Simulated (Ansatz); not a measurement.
Diatomic PS, multiplicity 2 (the spin of the measured ground state). The T1 diagnostic near the minimum is 0.065, so single-reference values are doubtful.

```csv
level,bond energy D_e (kcal/mol)
SVWN5/def2-TZVPP,132.95
PBE/def2-TZVPP,112.80
r2SCAN/def2-TZVPP,105.64
B97M-V/def2-TZVPP,110.32
B3LYP/def2-TZVPP,104.39
PBE0/def2-TZVPP,103.77
CAM-B3LYP/def2-TZVPP,101.23
wB97X-V/def2-TZVPP,107.05
wB97M-V/def2-TZVPP,107.44
```

The rows run from 101.23 (CAM-B3LYP/def2-TZVPP) to 132.95 kcal/mol (SVWN5/def2-TZVPP). The 9 functionals in def2-TZVPP without D3 or D4 span 31.73, from CAM-B3LYP to SVWN5.

D_e counts from the fitted minimum to each atom's lowest state at the same level, without counterpoise.

Codes used: Ansatz (a program for electronic structure) with Gaussian orbitals. Values without a source in brackets are computed.
